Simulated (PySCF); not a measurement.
Ba+: ionisation energy

Ba+ [Xe] 6s1 (2S) → Ba(2+) [Xe] (1S), as a difference of total energies. Computed with PySCF 2.14 in def2-TZVPPD with the def2 core potential (46 electrons) (6s4p3d1f, 40 functions), with scalar relativity through the core potential. Correlated levels: valence and next inner shell: nothing frozen outside the core potential. The calculations carry no spin-orbit coupling.

```json
{"method": "UHF", "ionisation energy (eV)": "9.345", "error (eV)": "-0.659"}
{"method": "LDA", "ionisation energy (eV)": "10.245", "error (eV)": "+0.241"}
{"method": "PBE", "ionisation energy (eV)": "10.089", "error (eV)": "+0.085"}
{"method": "PBE0", "ionisation energy (eV)": "9.967", "error (eV)": "-0.037"}
{"method": "r2SCAN", "ionisation energy (eV)": "9.785", "error (eV)": "-0.219"}
{"method": "wB97X-V", "ionisation energy (eV)": "9.731", "error (eV)": "-0.273"}
{"method": "wB97X", "ionisation energy (eV)": "9.616", "error (eV)": "-0.388"}
{"method": "BP86", "ionisation energy (eV)": "10.152", "error (eV)": "+0.148"}
{"method": "MN15", "ionisation energy (eV)": "9.906", "error (eV)": "-0.098"}
{"method": "MP2 (valence and next inner shell)", "ionisation energy (eV)": "9.677", "error (eV)": "-0.327"}
{"method": "SCS-MP2 (valence and next inner shell)", "ionisation energy (eV)": "9.608", "error (eV)": "-0.396"}
```

Reference: 10.004 eV (measured; NIST Atomic Spectra Database, ionization energies).

Errors of the correlated levels include the incompleteness of this basis.
